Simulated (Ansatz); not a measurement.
AlBH7NSi (`[BH2][Al]([NH2])[SiH3]`) at its PBE0-D4/def2-TZVP geometry, where that method's forces vanish. Charge 0, multiplicity 1.

```xyz
11

B    -0.1499   -1.4448    1.8349
Al    0.2643   -0.0018    0.3317
N     1.6332    1.1164    0.4762
Si   -1.0904    0.2496   -1.7105
H     0.2993   -2.5574    1.8096
H    -0.8981   -1.2331    2.7492
H     1.8645    1.8157   -0.2115
H     2.2888    1.1537    1.2400
H    -2.5173    0.5583   -1.3962
H    -1.1016   -1.0006   -2.5269
H    -0.5928    1.3439   -2.5963
```

Problem. What forces (eV/Å) does PBE-D4/def2-TZVPP give on these atoms in Ansatz? (An estimate is asked.)

Solution. The calculation gave: 
```
B1   0.049  0.092 -0.066
Al2 -0.207 -0.209  0.034
N3  -0.092 -0.066 -0.024
Si4  0.059 -0.012  0.091
H5   0.038 -0.123 -0.012
H6  -0.090  0.020  0.089
H7   0.099  0.252 -0.227
H8   0.236  0.025  0.259
H9  -0.132  0.027  0.024
H10 -0.005 -0.113 -0.078
H11  0.046  0.106 -0.089
```
